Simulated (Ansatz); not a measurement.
Basis-set extrapolation for `CC(C)=CBF` (PBE0-D4/def2-TZVP geometry, frozen core, the Gaussian-basis code of Ansatz). Multiplicity 1, RHF reference.

|  | def2-TZVPP | def2-QZVPP |
| --- | --- | --- |
| HF | -280.415804 | -280.428568 |
| MP2 correlation | -1.016699 | -1.089408 |
| CCSD(T) correlation | -1.105286 | not run |

Energies in hartree. Use E(X) = E(∞) + A·exp(−7.88·√X) for Hartree–Fock and E(X) = E(∞) + B·X^(−2.97) for correlation, with X = 3 and 4, and add CCSD(T) minus MP2 of the smaller set to the MP2 limit.

**Question.** What is the CCSD(T) energy at the basis-set limit?

**Answer.** HF limit: -280.428568 + (-0.012764) × 0.13774 = -280.43033. MP2 limit: -1.089408 + (-0.072709) × 0.74074 = -1.14327. Higher-order term: -1.105286 − (-1.016699) = -0.08859. Total: -281.66219 hartree, 370.5 kJ/mol below CCSD(T)/def2-TZVPP.
